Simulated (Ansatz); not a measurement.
SbH₂Cl⁻. Charge -1, multiplicity 2. Geometry PBE0-D4/def2-TZVP, that of the neutral singlet; atoms count from 1.

```xyz
4

Sb   -0.169   -0.774    0.084
H    -1.396    0.275   -0.489
H     0.855   -0.295   -1.202
Cl    0.710    0.793    1.607
```

In the def2 sets Sb takes a core potential; there is no spin–orbit coupling. The highest occupied level of the charge -1 doublet lies above zero (up to 1.59 eV). Energy differences disagree on whether the electron is bound (positive means bound): 0.11 eV (vertical, to the charge 0 singlet, at PBE0-D4/def2-TZVPD), but -0.10 eV at CCSD/def2-TZVPD.

Problem. Estimate the Mulliken populations from the PBE0/def2-TZVPD orbitals of Ansatz.

Solution. 
| atom | charge (e) | spin (α − β) |
| --- | --- | --- |
| Sb1 | -0.34 | 0.87 |
| H2 | -0.03 | -0.02 |
| H3 | -0.03 | -0.02 |
| Cl4 | -0.60 | 0.17 |
Mulliken values and Mayer orders depend strongly on the basis. With diffuse functions, as here, like atoms can get unlike values, and bond orders can come out too low or too high.

Problem. Where does the spin sit?

Solution. Summed by element: Sb 0.87, H -0.03, Cl 0.17, of 1 unpaired in all. Largest on single atoms: Sb1 0.87, Cl4 0.17, H2 -0.02.

Problem. And the Mayer bond orders between bonded heavy atoms (over 0.3)?

Solution. Sb1–Cl4 0.62 (2.36 Å).
